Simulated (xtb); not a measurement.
C3H5BO3, SMILES O=C1OCB1CO. All values are semi-empirical tight-binding results from xtb (GFN2-xTB unless named), good for trends rather than for accurate numbers. Geometry optimised at GFN2-xTB. This is a generated structure with no PubChem entry under its InChIKey; it may be hypothetical. One conformer was computed; it need not be the lowest.

Optimised geometry:

```xyz
12

O     -0.5325     1.9639    -0.5297
C     -0.7133     0.8193    -0.2200
O     -1.9218     0.2247    -0.0110
C     -1.3989    -1.0943     0.3212
B      0.0729    -0.5365     0.1261
C      1.5311    -1.0310     0.2981
O      2.5814    -0.1557    -0.0724
H     -1.7848    -1.8299    -0.3881
H     -1.7317    -1.3801     1.3215
H      1.6674    -1.2999     1.3637
H      1.7110    -1.9736    -0.2379
H      2.2435     0.7398    -0.1794
```
Charge 0, spin multiplicity 1.

Computed properties:
- orbital gap = 2.20 eV
- dipole moment = 4.37 D
- zero-point energy = 51.3 kcal/mol
- G − E(el) at 298.15 K (modified RRHO) = 30.8 kcal/mol
- static polarisability (D4 model) = 56.5 bohr³
- solvation energy, GFN2-xTB/ALPB(water) = -8.5 kcal/mol
- solvation energy, GFN2-xTB/ALPB(dmf) = -12.3 kcal/mol

Computed IR lines (harmonic; lines under 4 % of the strongest left out, lines within 3 cm⁻¹ merged):
ν (cm⁻¹): 67 (w), 209 (m), 239 (m), 460 (w), 796 (m), 966 (w), 1003 (m), 1050 (m), 1081 (s), 1211 (m), 1256 (m), 1324 (w), 1408 (w), 1799 (vs), 2783 (w), 3554 (w) (against the strongest line: vs over 80 %, s over 45 %, m over 15 %, w over 4 %, vw less)

Problem. Give the atomic charges and the Wiberg bond orders between heavy atoms. (The exact figures need the calculation; the answer reports its results.)

Solution. charges (e) O1 -0.36, C2 0.28, O3 -0.28, C4 -0.02, B5 0.23, C6 -0.01, O7 -0.44, H8 0.07, H9 0.06, H10 0.08, H11 0.08, H12 0.30. Bond orders O1–C2 1.81, C2–O3 1.11, O3–C4 0.94, C2–B5 0.92, C4–B5 1.00, B5–C6 1.09, C6–O7 1.00.
